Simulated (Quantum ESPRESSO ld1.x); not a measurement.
Values are calculated unless marked as measured or tabulated.
All-electron atom: Os+ in [Xe] 4f14 5d6 6s1. Code: ld1.x of Quantum ESPRESSO 7.5. Model: Dirac Kohn-Sham, LDA (Slater exchange, Perdew-Zunger correlation), spin-unpolarised, spherical densities, point nucleus; open shells are shared between the two j in proportion to 2j + 1.

Radial electron density D(r) = 4 pi r^2 rho(r):

```
   r/bohr * D(r) (the largest magnitude, 139, reaches the edge; | marks zero)
  0.00196 |        *
   0.0023 |           *
 0.002678 |             *
 0.003143 |                *
 0.003658 |                   *
 0.004293 |                       *
 0.004998 |                           *
 0.005865 |                               *
 0.006828 |                                  *
 0.008013 |                                      *
 0.009328 |                                        *
  0.01095 |                                          *
  0.01274 |                                          *
  0.01495 |                                         *
  0.01741 |                                       *
  0.02043 |                                      *
  0.02378 |                                     *
  0.02791 |                                      *
  0.03249 |                                         *
  0.03813 |                                              *
  0.04439 |                                                   *
  0.05209 |                                                      *
  0.06064 |                                                     *
  0.07117 |                                                 *
  0.08285 |                                            *
  0.09722 |                                          *
   0.1132 |                                            *
   0.1328 |                                                *
   0.1546 |                                                  *
   0.1815 |                                              *
   0.2112 |                                     *
   0.2479 |                            *
   0.2886 |                          *
   0.3387 |                             *
   0.3943 |                               *
   0.4627 |                             *
   0.5386 |                      *
   0.6321 |               *
   0.7358 |          *
   0.8635 |       *
    1.005 |      *
     1.18 |     *
    1.373 |   *
    1.612 |  *
    1.876 | *
    2.202 |*
    2.563 |*
    3.008 *
    3.502 *
    4.109 *
    4.784 *
    5.614 *
    6.536 *
     7.67 *
```

D(r) has 4 maxima, at r = 0.0120, 0.0547, 0.152, 0.401 bohr, and minima at 0.0236, 0.0980, 0.284 bohr, inside which lie 2.03, 11.09, 30.04 electrons.
